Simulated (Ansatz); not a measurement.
Calculated with Ansatz (gas phase, PBE0-D4/def2-TZVP geometries, no zero-point term in ΔE). CCSD(T)/CBS is the MP2 limit (def2-TZVPP, def2-QZVPP) plus CCSD(T) − MP2 in def2-TZVPP, frozen cores. This one scheme is used for every species. DFT in def2-TZVPP. B3LYP here is the variant with VWN-RPA as its local correlation; programs differ in this. One conformer a species, not always the lowest.

`CN([SiH3])[SiH2]F` + `OCBF` → `COCBF` + `F[SiH2]N[SiH3]`  (substitution at a C–N bond)

(1) Is it downhill or uphill in electronic energy at CCSD(T)/CBS, and by how much? (Best estimate.)

(2) What do these levels give: r2SCAN-D4, B3LYP-D4, ωB97M-V, B2PLYP, MP2/def2-QZVPP, HF/CBS(def2)? (Best estimate.)

Largest T1 diagnostic among the species: 0.012.

Results:

(1) Ansatz gave: Uphill: ΔE = +6.5 kJ/mol.

(2) The calculation gave: r2SCAN-D4 3.4, B3LYP-D4 4.0, ωB97M-V 4.3, B2PLYP 1.1, MP2/def2-QZVPP 8.5, HF/CBS(def2) -8.4 kJ/mol.

The D4 term adds +5.5 kJ/mol with B3LYP and +2.9 kJ/mol with PBE0; it sums over pairs of atoms, weighted by their polarisabilities, and B3LYP, whose exchange is more repulsive, gets the larger term. In def2-TZVPP, CCSD(T) changes the Hartree–Fock value by +13.0 kJ/mol (the triples alone add +1.5 kJ/mol) and MP2 by +15.9 kJ/mol.
